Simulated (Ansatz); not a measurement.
Basis-set extrapolation for H8N2O2Si2, SMILES `N[Si](N)(O)O[SiH3]` (PBE0-D4/def2-TZVP geometry, frozen core, Ansatz 0.2.0). Multiplicity 1, RHF reference.

```csv
,def2-TZVPP,def2-QZVPP
HF,-841.535692,-841.568401
MP2 correlation,-1.143750,-1.233298
CCSD(T) correlation,-1.227919,not run
```

Energies in hartree. Use E(X) = E(∞) + A·exp(−7.88·√X) for Hartree–Fock and E(X) = E(∞) + B·X^(−2.97) for correlation, with X = 3 and 4, and add CCSD(T) minus MP2 of the smaller set to the MP2 limit.

Question: What is the CCSD(T) energy at the basis-set limit?

Answer: HF limit: -841.568401 + (-0.032709) × 0.13774 = -841.57291. MP2 limit: -1.233298 + (-0.089548) × 0.74074 = -1.29963. Higher-order term: -1.227919 − (-1.143750) = -0.08417. Total: -842.95671 hartree, 507.0 kJ/mol below CCSD(T)/def2-TZVPP.
